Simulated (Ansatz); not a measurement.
Species: CH4BS2, charge 0, multiplicity 2. It need not be the lowest isomer of its formula. SMILES: SB([S])C
Coordinates optimised at B3LYP-D3(BJ)/def2-TZVP (Ansatz, a program for electronic structure):
```
B
C 1 1.5807
H 2 1.0896 1 113.98
H 2 1.0934 3 108.14 1 -122.01
H 2 1.0934 3 108.14 4 -115.99
S 1 1.7713 2 119.28 3 0.00
S 1 1.8155 2 121.79 3 180.00
H 7 1.3445 1 96.56 2 0.00
```
Charge 0, spin multiplicity 2.

Quantity: atomisation energy (electronic, to ground-state atoms); the coupled-cluster value holds the core correlation from cc-pwCVTZ, in kcal/mol. Valence correlation only, unless marked. Open shells are spin-unrestricted. No spin-orbit coupling. Non-relativistic. Basis-set limits of correlation are two-point, X^-3; Hartree-Fock from the larger set.

Level to compare with: CCSD(T)/CBS(aug-cc-pV(T+d)Z,aug-cc-pV(Q+d)Z) plus the core term (Ansatz), 677.4 kcal/mol. It is a level with limits of its own, and the differences hold the functionals' basis error too.

Q: Rank these functionals by how close they come to CCSD(T)/CBS(aug-cc-pV(T+d)Z,aug-cc-pV(Q+d)Z), closest first: r2SCAN/def2-TZVPD (Ansatz); PBE/def2-TZVPD (Ansatz); revPBE/def2-TZVPD (Ansatz).

A: r2SCAN/def2-TZVPD (meta-GGA, 685.9 kcal/mol, difference 8.5), revPBE/def2-TZVPD (GGA, 666.8 kcal/mol, difference -10.6), PBE/def2-TZVPD (GGA, 690.7 kcal/mol, difference 13.3)
